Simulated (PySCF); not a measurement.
RbSr⁺: input and log

State: ¹Σ⁺ (singlet), closed shell.

An equivalent input (the run itself took its basis sets from the Basis Set Exchange, started from a PBE0 density and held the occupation σ 5α 5β, πx 2α 2β, πy 2α 2β):

```python
from pyscf import gto, scf, cc
mol = gto.M(atom='Rb 0 0 0; Sr 0 0 4.473', basis={'Rb': 'def2-SVP', 'Sr': 'def2-SVP'}, ecp={'Rb': 'def2-SVP', 'Sr': 'def2-SVP'},
            charge=1, spin=0, verbose=4, symmetry='C2v')
mf = scf.RHF(mol)
mf.irrep_nelec = {'A1': 10, 'B1': 4, 'B2': 4}
mf.conv_tol = 1e-9
mf.max_cycle = 60
mf.diis_space = 10
mf.kernel()
mycc = cc.CCSD(mf, frozen=[46])
mycc.run(conv_tol=1e-7, conv_tol_normt=1e-5, max_cycle=80, diis_space=8)
et = mycc.ccsd_t()
```

The SCF ended at -54.01498148 hartree. The coupled-cluster part of the log:

```
******** <class 'pyscf.cc.ccsd.CCSD'> ********
CC2 = 0
CCSD nocc = 9, nmo = 46
frozen orbitals [46]
max_cycle = 80
direct = 0
conv_tol = 1e-07
conv_tol_normt = 1e-05
diis_space = 8
diis_start_cycle = 0
diis_start_energy_diff = 1e+09
Init t2, MP2 energy = -54.141868019499  E_corr(MP2) -0.126886542061279
Init E_corr(CCSD) = -0.126886542061486
cycle = 1  E_corr(CCSD) = -0.13624293524591  dE = -0.00935639318  norm(t1,t2) = 0.0551634
cycle = 2  E_corr(CCSD) = -0.139522065624014  dE = -0.00327913038  norm(t1,t2) = 0.0224521
cycle = 3  E_corr(CCSD) = -0.14136561399398  dE = -0.00184354837  norm(t1,t2) = 0.0110404
cycle = 4  E_corr(CCSD) = -0.141325147390295  dE = 4.04666037e-05  norm(t1,t2) = 0.00236945
cycle = 5  E_corr(CCSD) = -0.141287694349718  dE = 3.74530406e-05  norm(t1,t2) = 0.000814667
cycle = 6  E_corr(CCSD) = -0.141306318375582  dE = -1.86240259e-05  norm(t1,t2) = 0.000317394
cycle = 7  E_corr(CCSD) = -0.141308843089086  dE = -2.5247135e-06  norm(t1,t2) = 0.000112491
cycle = 8  E_corr(CCSD) = -0.141308033115913  dE = 8.09973174e-07  norm(t1,t2) = 4.46536e-05
cycle = 9  E_corr(CCSD) = -0.14130807511  dE = -4.1994087e-08  norm(t1,t2) = 1.1696e-05
cycle = 10  E_corr(CCSD) = -0.141308011043014  dE = 6.40669853e-08  norm(t1,t2) = 4.19923e-06
CCSD converged
E(CCSD) = -54.15628948848069  E_corr = -0.1413080110430143
CCSD(T) correction = -0.00282771633954581
```

T1 diagnostic 0.013, D1 0.046, 18 electrons correlated, 1 of the virtual orbitals (those above 20 hartree) left out.

Repeating this along the bond gives Re = 4.574 Å and ωe = 50.3 cm⁻¹.

A point of this curve took 2 CPU seconds beside 0.21 for the integrals (shared host).

Correlated steps freeze no core orbitals.
